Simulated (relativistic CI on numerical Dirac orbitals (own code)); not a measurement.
## Crystal-field levels of Pm²⁺, 4f5

Calculated by Dirac-Coulomb-Breit CI, orbitals from a KLI potential per configuration, model QED (radiative potential, 1s self-energy scaled to tabulated hydrogen-like ionisation energies), valence Slater integrals scaled by 0.85, one configuration in a parametric crystal field (own radial code).

Field parameters in Wybourne normalisation; cubic f-shell fields have B⁴₄ = √(5/14) B⁴₀ and B⁶₄ = −√(7/2) B⁶₀. The field is a parameter set, without covalency.

S and J are read from ⟨S²⟩ = S(S + 1) and ⟨J²⟩ = J(J + 1) of each level; they are not fictitious spins.

Oh, B40 = -1250, B60 = 120 cm⁻¹, the lowest 10 levels:

| E (cm⁻¹) | Degeneracy | Irrep | S | J |
| --- | --- | --- | --- | --- |
| 0.0 | 4 | Γ8 | 2.47 | 2.52 |
| 114 | 2 | Γ7 | 2.47 | 2.56 |
| 826 | 2 | Γ7 | 2.48 | 3.46 |
| 832 | 2 | Γ6 | 2.48 | 3.52 |
| 867 | 4 | Γ8 | 2.48 | 3.52 |
| 1765 | 4 | Γ8 | 2.49 | 4.48 |
| 1776 | 2 | Γ6 | 2.49 | 4.51 |
| 1803 | 4 | Γ8 | 2.49 | 4.52 |
| 2800 | 4 | Γ8 | 2.49 | 5.50 |
| 2834 | 2 | Γ7 | 2.49 | 5.52 |

Oh, B40 = 440, B60 = 530 cm⁻¹, the lowest 10 levels:

| E (cm⁻¹) | Degeneracy | Irrep | S | J |
| --- | --- | --- | --- | --- |
| 0.0 | 2 | Γ7 | 2.47 | 2.52 |
| 31.5 | 4 | Γ8 | 2.47 | 2.54 |
| 692 | 2 | Γ6 | 2.48 | 3.50 |
| 760 | 2 | Γ7 | 2.48 | 3.51 |
| 923 | 4 | Γ8 | 2.48 | 3.51 |
| 1629 | 2 | Γ6 | 2.49 | 4.50 |
| 1737 | 4 | Γ8 | 2.49 | 4.50 |
| 1855 | 4 | Γ8 | 2.49 | 4.50 |
| 2709 | 4 | Γ8 | 2.49 | 5.49 |
| 2793 | 2 | Γ6 | 2.49 | 5.50 |

Principal g values of the ground doublet: 0.66, 0.66, 0.66.

The next free-ion level lies 789 cm⁻¹ above the lowest; the field splits the ground level into components whose J stays near 5/2 as long as their spread is small against that gap.

Levels of this model without a field, named by their leading LS term: 6H°_5/2 0, 6H°_7/2 789, 6H°_9/2 1724, 6H°_11/2 2767, 6H°_13/2 3887, 6H°_15/2 5057, 6F°_1/2 5776, 6F°_3/2 5978 cm⁻¹.
